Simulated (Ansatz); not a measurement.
`[CH3][AlH][O][SiH](F)F` + `[SH][GeH3]` → `[CH3][AlH][S][GeH3]` + `O[SiH](F)F`  (ligand exchange at the Al–O bond)

Calculated with Ansatz (gas phase, PBE0-D4/def2-TZVP geometries, no zero-point term in ΔE). CCSD(T)/CBS adds triple-zeta CCSD(T) − MP2 to the extrapolated MP2 energy (def2 sets, frozen cores). DFT in def2-TZVPP. B3LYP here is the variant with VWN-RPA as its local correlation; programs differ in this. For Ge outer-core shells are correlated without core-valence functions, which leaves a few kJ/mol of doubt a bond. Scalar relativity is left out up to krypton. One conformer a species, not always the lowest.

`[CH3][AlH][O][SiH](F)F`:

Z-matrix (Å, degrees):
```
C
Al 1 1.938
H 1 1.093 2 112.1
H 1 1.093 2 111.8 3 122.1
H 1 1.096 2 110.3 3 -119.3
O 2 1.701 1 117.9 3 26.1
H 2 1.579 1 125.5 3 -154.9
Si 6 1.591 2 166.4 1 -176.6
F 8 1.585 6 110.1 2 69.4
F 8 1.585 6 110.5 2 -48.0
H 8 1.467 6 112.6 2 -169.4
```

`[SH][GeH3]`:

Cartesian coordinates in Å:
```
S -0.881 1.476 -0.096
Ge 0.200 -0.428 0.294
H -0.612 1.485 -1.411
H 1.684 -0.288 -0.078
H -0.432 -1.577 -0.508
H 0.040 -0.669 1.799
```

`[CH3][AlH][S][GeH3]`:

Cartesian coordinates in Å:
```
C 0.273 -1.574 -0.632
Al 1.476 -0.045 -0.737
S 0.935 1.884 0.133
Ge -1.071 1.427 0.976
H 0.698 -2.451 -1.127
H 0.062 -1.845 0.407
H -0.691 -1.357 -1.103
H 2.895 -0.074 -1.438
H -0.975 0.306 2.023
H -1.560 2.723 1.637
H -2.042 1.006 -0.139
```

`O[SiH](F)F`:

Z-matrix (Å, degrees):
```
Si
F 1 1.584
F 1 1.584 2 105.5
O 1 1.614 2 111.2 3 -120.7
H 1 1.463 2 110.2 3 118.9
H 4 0.958 1 120.9 2 58.5
```

Q: Is it downhill or uphill in electronic energy at CCSD(T)/CBS, and by how much? (An estimate is asked.)

A: Ansatz gave: Uphill: ΔE = +41.6 kJ/mol.

Q: What do these levels give: PBE-D4, r2SCAN-D4, B3LYP-D4, ωB97X-V, B2PLYP, B3LYP, HF/def2-TZVPP, SCS-MP2/def2-TZVPP, CCSD(T)/def2-TZVPP, MP2/def2-QZVPP, SCS-MP2/def2-QZVPP, MP2/CBS(def2)? (An estimate is asked.)

A: Computed: PBE-D4 32.3, r2SCAN-D4 40.9, B3LYP-D4 47.8, ωB97X-V 44.1, B2PLYP 50.0, B3LYP 54.0, HF/def2-TZVPP 60.4, SCS-MP2/def2-TZVPP 46.8, CCSD(T)/def2-TZVPP 43.7, MP2/def2-QZVPP 39.9, SCS-MP2/def2-QZVPP 46.6, MP2/CBS(def2) 37.8 kJ/mol.

Largest T1 diagnostic among the species: 0.012.

The D4 term adds −6.1 kJ/mol with B3LYP and −3.3 kJ/mol with PBE0; it sums over pairs of atoms, weighted by their polarisabilities, and B3LYP, whose exchange is more repulsive, gets the larger term. In def2-TZVPP, CCSD(T) changes the Hartree–Fock value by −16.7 kJ/mol (the triples alone add −4.2 kJ/mol) and MP2 by −20.4 kJ/mol.
